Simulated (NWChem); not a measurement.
## Basis-set convergence for H3GeI

SMILES: [GeH3][I]
```xyz
5

Ge     1.5146    -0.0285     0.0000
I     -1.0269     0.0193     0.0000
H      1.9730    -0.7741     1.2761
H      1.9730    -0.7741    -1.2761
H      2.0146     1.4359     0.0000
```
Charge 0, spin multiplicity 1.

Everything below was run with NWChem. The geometry was optimised at PBE/def2-SVP with def2 effective core potentials on I, a minimum by its harmonic frequencies.

Quantity: vertical ionisation energy at the level ΔPBE0 (Δ: difference of total energies, the cation a doublet at the parent's geometry with its hole in an orbital of symmetry a' (Cs labels); it is the state that the SCF runs reached, from PBE0 orbitals for Hartree-Fock references, and need not be the lowest).

Effective core potentials replace the inner electrons of I; spin-orbit coupling is left out. The structure started from a generated list of species. No SCF solution was tested for a lower state.

The cost column gives rough processor time relative to def2-SVP; each entry includes its own SCF.

```json
[
 {"basis": "def2-SVP", "functions": "73", "vertical ionisation energy (eV)": "9.81", "relative cost": "1"},
 {"basis": "def2-SVPD", "functions": "97", "vertical ionisation energy (eV)": "9.80", "relative cost": "under 3"},
 {"basis": "def2-TZVP", "functions": "116", "vertical ionisation energy (eV)": "9.77", "relative cost": "under 3"},
 {"basis": "def2-TZVPP", "functions": "140", "vertical ionisation energy (eV)": "9.77", "relative cost": "under 3"}
]
```

Smallest basis within 0.1 eV of def2-TZVPP, the largest set run: def2-SVP, with 73 functions against 140 (also within reach: def2-SVPD, def2-TZVP). def2-TZVPP isn't the basis-set limit itself, and a small set can land close by cancellation.
